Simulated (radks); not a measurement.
The numbers below are computed, except where a source is named.
Problem. The mean radii <r> (bohr) of the occupied orbitals of an atom or ion are listed with their occupations. Level of theory: Dirac Kohn-Sham, exchange-only LDA, spin-unpolarised, spherical densities, finite nucleus; Fermi nuclear charge, rms radius of each element as measured or else 0.836 A^(1/3) + 0.57 fm (a radial shooting solver on a logarithmic mesh with Libxc functionals).

| orbital | occ. | <r> |
|---|---|---|
| 1s1/2 | 2 | 0.04867 |
| 2s1/2 | 2 | 0.2180 |
| 2p1/2 | 2 | 0.1885 |
| 2p3/2 | 4 | 0.1920 |
| 3s1/2 | 2 | 0.6533 |
| 3p1/2 | 2 | 0.6728 |
| 3p3/2 | 4 | 0.6838 |
| 3d3/2 | 4 | 0.7981 |
| 3d5/2 | 6 | 0.8039 |
| 4s1/2 | 1 | 2.082 |

Name the element and its charge. Open shells, if any, fill j = l - 1/2 first.

Solution. Z = 31, gallium, charge +2: Ga2+ in [Ar] 3d10 4s1. The 1s radius gives Z: for a bare nucleus <r> = (2 gamma + 1)/(2Z) with gamma = sqrt(1 - (Z/c)^2), 0.04755 bohr for Z = 31, and screening makes it slightly larger (0.04867 here). The occupations add up to 29, and the charge is Z minus that.
